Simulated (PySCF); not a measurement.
Species: C₅H₈F₂O.
Atom-mapped SMILES: `[CH3:1][C:2]([F:3])([F:4])[O:5][CH:6]1[CH2:7][CH2:8]1` (hydrogens: H9, H10, H11 on C1; H12 on C6; H13, H14 on C7; H15, H16 on C8)

The calculation used TDDFT CAM-B3LYP/def2-SVPD, vertical, gas phase, core orbitals frozen in the response (PySCF 2.14.0, density-fitted response routines). One conformer (not necessarily the lowest) at the PBE0-D3(BJ)/def2-SVP geometry, without solvent, vibrations or thermal averaging. Torsions of this conformer, `[CH3:1][C:2]([F:3])([F:4])[O:5][CH:6]1[CH2:7][CH2:8]1`: C1–C2–O5–C6 -176°, C2–O5–C6–C7 -155°.

List the vertical singlet excitations with oscillator strengths and describe the spectrum.

```csv
state,λ (nm),E (eV),f,|μ| (D),"main configurations (H = HOMO, L = LUMO)"
S1,154.4,8.03,0.0073,0.49,"H→L (64%), H→L+1 (26%)"
S2,146.8,8.45,0.011,0.60,"H→L+2 (62%), H→L+3 (9%)"
S3,145.7,8.51,0.0037,0.34,"H-1→L (49%), H-1→L+1 (37%)"
S4,141.8,8.74,0.0066,0.45,"H→L+3 (40%), H→L+2 (25%), H→L+4 (11%)"
S5,141.0,8.79,0.016,0.69,"H→L+1 (46%), H→L+3 (35%), H→L (10%)"
S6,138.3,8.96,0.016,0.69,"H-1→L+2 (60%), H-1→L+3 (21%)"
```

The lowest singlet comes at 154 nm (775 kJ/mol) in the vacuum ultraviolet; it is weak; its leading configuration is HOMO→LUMO (64%). The largest oscillator strength of a single state is 0.016. Löwdin shares by element: HOMO carbon 57% or more, oxygen 27% (atoms not listed hold the other 15%); LUMO carbon 40% or more (atoms not listed hold the other 60%). Of the 6 states listed, 3 reach f = 0.01 and none stays under 0.0005. The listed states span 0.93 eV, and the widest gap between neighbours is 0.42 eV (S1 to S2). The oscillator strengths of these states sum to 0.061; summed over the whole spectrum of an exact calculation they would give the number of electrons, 64 (Thomas–Reiche–Kuhn). No computed singlet lies in the visible range (380 to 750 nm); the lowest, at 154 nm, stands 4.77 eV above its violet end (3.26 eV). The window holds the lowest 6 singlets.
